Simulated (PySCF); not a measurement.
PBE on As (arsenic, neutral), [Ar] 3d10 4s2 4p2 4d1, one real determinant (an excited configuration). All numbers are calculated (PySCF 2.14, scalar relativity through the core potential, in aug-cc-pVTZ-PP with ECP10MDF).

```
cycle= 1 E= -332.112637447024  delta_E= -0.00758  |g|= 0.105  |ddm|= 0.517
cycle= 2 E= -332.113345833632  delta_E= -0.000708  |g|= 0.0796  |ddm|= 0.173
cycle= 3 E= -332.114518643306  delta_E= -0.00117  |g|= 0.00373  |ddm|= 0.0785
cycle= 4 E= -332.114526140151  delta_E= -7.5e-06  |g|= 7.73e-05  |ddm|= 0.0107
cycle= 5 E= -332.114526138647  delta_E= 1.5e-09  |g|= 1.58e-05  |ddm|= 0.000884
cycle= 6 E= -332.114526138257  delta_E= 3.9e-10  |g|= 1.93e-06  |ddm|= 0.000187
converged SCF energy = -332.114526138257  <S^2> = 3.7509628  2S+1 = 4.0004814
```

Highest occupied orbital energy: 0.313 eV; ⟨L²⟩ = 7.96; populations by l: s 4.01, p 8.00, d 10.99, f 0.00.

Problem. Can this result be used?

Solution. Not for this state. The run converged. ⟨L²⟩ = 7.96 against 12 for a pure F term, so this real determinant mixes terms. Energies and moments cover only the electrons outside the core potential. The outer electron is Rydberg-like, and this basis confines it to a smaller radius and binds it less than a complete one would. At PBE the highest occupied level has a positive energy, so only the finite basis holds that electron; for this excited configuration the basis is too tight for the outer shell.
